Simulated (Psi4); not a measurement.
CHF$_{2}$, charge -1, singlet, at a GFN2-xTB geometry (a gas-phase anion, which may not be bound at this level). Base run: B3LYP/cc-pVDZ in Psi4.

Geometry (Å):
```xyz
4

C     -0.1220    -0.0042     0.6451
F     -0.0235     1.1329    -0.2721
F      0.0031    -1.1307    -0.2819
H      0.9153     0.0059     1.1152
```
Charge -1, spin multiplicity 1.
All else is at Psi4's defaults (density fitting; Cartesian or spherical functions as each basis is defined).

Variants of this job, named by their change:

| change | basis functions | E (Eh) |
|---|---|---|
| base | 47 | -238.31627 |
| basis = 6-31G | 29 | -238.25207 |
| basis = def2-SVP | 47 | -238.12340 |
| basis = 6-311G** | 60 | -238.38691 |
| basis = 6-311++G** | 73 | -238.42363 |
| basis = def2-SVPD | 74 | -238.17729 |
| basis = aug-pcseg-1 | 78 | -238.31421 |
| basis = aug-cc-pVDZ | 78 | -238.37839 |
| basis = 6-311+G(2d,p) | 87 | -238.42662 |
| basis = def2-TZVP | 99 | -238.44237 |
| basis = pcseg-2 | 104 | -238.44391 |
| basis = cc-pVTZ | 104 | -238.42005 |
| basis = def2-TZVPD | 126 | -238.45146 |

Totals compare only among sets that treat the same electrons; sets with core potentials leave the core out.

A gas-phase anion may not be bound at this level; its values then depend on the basis.
